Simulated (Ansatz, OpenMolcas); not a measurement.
# GaBr (SMILES [Ga][Br]): the vertical energy of the triplet above the singlet from total energies

GaBr has 2 atoms, charge 0, and is taken as a singlet. As SMILES, `[Ga][Br]`. The shape is that of a PBE0-D4/def2-TZVP optimisation.

```xyz
2

Ga    0.0000    0.0000    0.0138
Br    0.0000    0.0000    2.3881
```

Both states at this one shape; open shells run unrestricted unless said. 1 Eh = 27.2114 eV.

```tsv
level	program	singlet GaBr (Eh)	triplet GaBr (Eh)
M06-2X/aug-cc-pVTZ	OpenMolcas	-4499.194915	-4499.075714
B2PLYP/aug-cc-pVTZ, 18 core orbitals frozen	Ansatz	-4498.380894	-4498.254987
```

Task: Work out the vertical gap, second state less first, at each level.

Result: 
1. M06-2X/aug-cc-pVTZ: -4499.075714 − (-4499.194915) = 0.119201 Eh = 3.24 eV.
2. B2PLYP/aug-cc-pVTZ: -4498.254987 − (-4498.380894) = 0.125907 Eh = 3.43 eV.

No measured value is set beside it here; the levels span 3.24 to 3.43 eV. Spin-orbit coupling, which splits open shells on such heavy atoms by tenths of an eV, is left out. All-electron rows are non-relativistic unless named.
